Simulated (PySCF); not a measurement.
Stepwise substitution at one centre (Si NH2-C2H5). Gas-phase values, no solvent. One relaxed conformer stands for each flexible species; it need not be the lowest. Strings in code marks are SMILES.

Level of theory: PySCF with B3LYP-D3(BJ)/def2-TZVP // B3LYP-D3(BJ)/def2-SVP. B3LYP has the VWN-RPA correlation part, as in Gaussian. Excitations are Tamm–Dancoff values on a coarser integration grid. The basis has no diffuse functions, so Rydberg states are missing or too high.

```json
[
 {"species": "0 of 4 NH2 replaced by C2H5 (`N[Si](N)(N)N`)", "S1 oscillator strength": "0.000", "HOMO–LUMO gap (eV)": "6.92", "HOMO (eV)": "-6.50", "T1 excitation (TDA) (eV)": "___"},
 {"species": "1 of 4 NH2 replaced by C2H5", "S1 oscillator strength": "0.035", "HOMO–LUMO gap (eV)": "7.07", "HOMO (eV)": "___", "T1 excitation (TDA) (eV)": "___"},
 {"species": "2 of 4 NH2 replaced by C2H5", "S1 oscillator strength": "0.046", "HOMO–LUMO gap (eV)": "6.96", "HOMO (eV)": "-6.59", "T1 excitation (TDA) (eV)": "5.79"},
 {"species": "3 of 4 NH2 replaced by C2H5 (`CC[Si](N)(CC)CC`)", "S1 oscillator strength": "0.037", "HOMO–LUMO gap (eV)": "___", "HOMO (eV)": "-6.62", "T1 excitation (TDA) (eV)": "___"},
 {"species": "4 of 4 NH2 replaced by C2H5", "S1 oscillator strength": "0.009", "HOMO–LUMO gap (eV)": "8.08", "HOMO (eV)": "-7.47", "T1 excitation (TDA) (eV)": "7.06"}
]
```

### Question
What belongs in the gaps?

### Answer

- 0 of 4 NH2 replaced by C2H5 (`N[Si](N)(N)N`), T1 excitation (TDA) (eV): 5.71
- 1 of 4 NH2 replaced by C2H5, HOMO (eV): -6.64
- 1 of 4 NH2 replaced by C2H5, T1 excitation (TDA) (eV): 5.82
- 3 of 4 NH2 replaced by C2H5 (`CC[Si](N)(CC)CC`), HOMO–LUMO gap (eV): 7.08
- 3 of 4 NH2 replaced by C2H5 (`CC[Si](N)(CC)CC`), T1 excitation (TDA) (eV): 5.76
